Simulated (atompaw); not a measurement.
# What one change does to a pseudopotential (Bi, PAW (atompaw))

- Element: Bi
- Generator: atompaw 4.2.0.5
- Type: PAW
- Functional: LDA (PW92)
- Relativity: scalar-relativistic
- Frozen core: [Kr] 4d10 4f14
- Valence charge: 23
- Reference configuration: 5s2 5p6 5d10 6s2 6p1 (charge +2)
- Partial waves: 5s (bound): rc 1.35 bohr; 6s (bound): rc 1.20 bohr; 5p (bound): rc 1.20 bohr; 6p (bound): rc 1.70 bohr; 5d (bound): rc 1.70 bohr; 5d channel at -2.9 Ry: rc 1.70 bohr
- Local potential: troulliermartins scheme with l = 3 at 0 Ry, radius 1.60 bohr
- Core correction: smooth core density matched at 1.25 bohr
- Augmentation charge: besselshape compensation charge, radius 1.25 bohr; PAW radius 1.70 bohr; waves and projectors: custom polynom vanderbiltortho

Change: wave 5s (bound): rc 1.35 bohr becomes 5s (bound): rc 1.10 bohr.

Cutoffs: the cutoffs (Ry, on a coarse ladder) from which the occupation-weighted sum of valence levels, in a spherical-Bessel basis at the reference potential, stays within 10 and 1 mRy of its value at 400 Ry; they do not see the model core or the augmentation charge, which bear on the density cutoff.

Problem. What does the change do?

Solution. The potential gets neither clearly harder nor softer (70 Ry and 100 Ry → 70 Ry and 100 Ry); the range in which the s phases agree widens (upper end 3.0 → at the end of the scan); neither file shows a bound ghost.

| quantity | base | changed |
| --- | --- | --- |
| cutoff, loose | 70 Ry | 70 Ry |
| cutoff, tight | 100 Ry | 100 Ry |
| loose cutoff by channel (10 mRy a level) | s 30 Ry, p 40 Ry, d 30 Ry | s 40 Ry, p 40 Ry, d 30 Ry |
| bound ghosts | none | none |
| s: phases at 1.70 bohr within 0.05 rad from the reference energy up to (Ry; the scan ends near 5) | 3.0 | to the end of the scan |
| p: phases at 1.70 bohr within 0.05 rad from the reference energy up to (Ry; the scan ends near 5) | 1.4 | 1.4 |
| d: phases at 1.70 bohr within 0.05 rad from the reference energy up to (Ry; the scan ends near 5) | to the end of the scan | to the end of the scan |
| lowest overlap eigenvalue by channel | s 0.36, p 0.61, d 0.92 | s 0.32, p 0.61, d 0.92 |

 The cutoffs see the waves, projectors and local potential, not the compensation charge or the core.
